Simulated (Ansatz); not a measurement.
`CCS[SiH3]` + `CCCO` → `CCCOCC` + `[SiH3]S`  (substitution at a C–S bond)

Isolated molecules relaxed with PBE0-D4/def2-TZVP in Ansatz; ΔE leaves out vibrations. CBS: MP2 limit from def2 TZ/QZ plus the TZ coupled-cluster correction, frozen cores. This one scheme is used for every species. DFT in def2-TZVPP. Each species was taken in one conformer, which may not be the lowest.

```tsv
level	ΔE (kJ/mol)
PBE-D4	22.8
MP2/def2-TZVPP	24.9
```

What does CCSD(T)/CBS give? (Best estimate.)

Ansatz gave: +22.8 kJ/mol. The listed levels differ from it by 0.0, 2.1 kJ/mol.

Largest T1 diagnostic among the species: 0.011.

In def2-TZVPP, CCSD(T) changes the Hartree–Fock value by +7.5 kJ/mol (the triples alone add +1.6 kJ/mol) and MP2 by +14.6 kJ/mol.
